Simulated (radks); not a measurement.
Ho+, 66 electrons, occupied as [Xe] 4f10.5 5d1 6s0.5 (fractional occupations, a model configuration). Method: Dirac Kohn-Sham, PBE, spin-unpolarised, spherical densities, finite nucleus; open shells fill j = l - 1/2 first; Fermi nuclear charge, rms radius 5.2022 fm; computed with a radial shooting solver on a logarithmic mesh with Libxc functionals.

Radial electron density D(r) = 4 pi r^2 rho(r):

r (bohr)  D(r) (e/bohr)
0.001191          6.712
0.001387          8.526
0.001615          10.78
0.00188           13.57
0.002188          16.97
0.002548          21.09
0.00299           26.27
0.003481          32.07
0.004052          38.72
0.004717          46.18
0.005491          54.29
0.006393          62.77
0.007502          71.64
0.008734          79.42
0.01017           85.90
0.01184           90.43
0.01378           92.49
0.01604           91.94
0.01882           89.02
0.02192           85.22
0.02551           82.24
0.0297            82.07
0.03458           86.22
0.04058           95.31
0.04724           106.4
0.05499           115.9
0.06402           119.6
0.07453           115.5
0.08676           105.2
0.1018            94.38
0.1185            90.86
0.138             96.08
0.1606            104.6
0.187             106.3
0.2177            94.80
0.2555            72.61
0.2974            54.16
0.3463            47.82
0.4031            52.11
0.4693            57.10
0.5507            54.01
0.6411            43.24
0.7463            30.72
0.8689            21.36
1.011             16.04
1.178             12.94
1.382             10.11
1.609             7.259
1.873             4.626
2.18              2.656
2.538             1.447
2.955            0.8087
3.467            0.4731
4.037            0.2907
4.699            0.1658
5.471           0.08169
6.369           0.03297
7.414           0.01039
8.701          0.002254
10.13         0.0003773

D(r) has 4 maxima, at r = 0.0143, 0.0640, 0.178, 0.485 bohr, and minima at 0.0279, 0.117, 0.346 bohr, inside which lie 2.02, 11.18, 29.58 electrons.
